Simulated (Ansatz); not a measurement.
`O[C]1([SiH3])[AlH][Te]1`. Charge 0, multiplicity 1. Te takes the def2 core potential. All single points use the PBE0-D4/def2-TZVP geometry. It is one conformer, not always the lowest.

```xyz
10

O    -1.121   -0.672    1.262
C    -0.435   -0.073    0.238
Si    1.383   -0.536    0.262
Al   -1.009    1.377   -0.939
Te   -1.132   -0.804   -1.997
H    -2.025   -0.346    1.308
H     1.962   -0.149    1.581
H     2.047    0.265   -0.800
H     1.631   -1.984    0.039
H    -1.300    2.924   -0.954
```

What is the dipole moment at ωB97M-V/def2-TZVPP? (An estimate is asked.)

Computed: 2.59 D, with components (-1.04, 2.23, 0.83) D in this frame, pointing from negative to positive charge.

And with PBE, r2SCAN, B3LYP? (Best estimate.)

Ansatz gave: PBE 2.16 D, r2SCAN 2.36 D, B3LYP 2.37 D.

Give the Mulliken charges with ωB97M-V, r2SCAN, B3LYP in def2-TZVPP. (Estimate.)

Computed: 
```
atom  ωB97M-V  r2SCAN  B3LYP
  O1    -0.24   -0.27  -0.26
  C2    -0.11   -0.07  -0.02
 Si3     0.17    0.29   0.26
 Al4     0.26    0.33   0.26
 Te5    -0.14   -0.18  -0.16
  H6     0.19    0.21   0.19
  H7    -0.03   -0.08  -0.07
  H8    -0.02   -0.07  -0.07
  H9    -0.01   -0.06  -0.05
 H10    -0.05   -0.10  -0.08
```

B3LYP here is the variant with VWN-RPA as its local correlation; programs differ in this.
